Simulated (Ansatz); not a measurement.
Ideal-gas functions of F3SiTe, SMILES `F[Si](F)(F)[Te]` radical at 800 K and 1 bar, from an Ansatz frequency run at PBE0-D4/def2-TZVP.

Molar mass 212.68 g/mol, point group Cs (symmetry number 1), electronic degeneracy 2, moments of inertia 122.399, 478.081, 480.099 u Å². Harmonic wavenumbers (cm⁻¹, unscaled): 72, 153, 225, 298, 315, 465, 849, 973, 980.

Use S(trans) = R[1.5 ln M + 2.5 ln T − 1.1517]; rotational temperatures θ = 24.2544 K / I; S(rot) = R[ln(√π/σ · √(T³/θAθBθC)) + 1.5]; for each mode x = 1.438777 ν̃/T, S = R[x/(eˣ − 1) − ln(1 − e⁻ˣ)] and H = RT x/(eˣ − 1); 1 cm⁻¹ = 0.0119627 kJ/mol; R = 8.31446 J/(mol·K).

Q: By hand: the entropy, in J/(mol·K).

A: Translation 196.2. Rotation: θ = 0.1982, 0.0507, 0.0505 K, giving 132.1. Vibration, mode by mode: 25.32, 19.07, 15.89, 13.60, 13.15, 10.04, 5.56, 4.65, 4.60, in all 111.9. Electronic 5.8. Sum 446.0 J/(mol·K).

Q: By hand: H − E and G − E in kJ/mol, counted from the electronic energy.

A: Zero-point energy ½ × 4330 × 0.0119627 = 25.9; thermal vibration 39.3; translation, rotation and pV give 4 RT = 26.6. H − E = 91.8 kJ/mol, and G − E = 91.8 − 800 × 446.0/1000 = -265.0 kJ/mol.

Vibration gives 25 % of the entropy, 25.3 J/(mol·K) of it from the mode under 150 cm⁻¹: soft modes count most, and the harmonic formula is weakest for them.
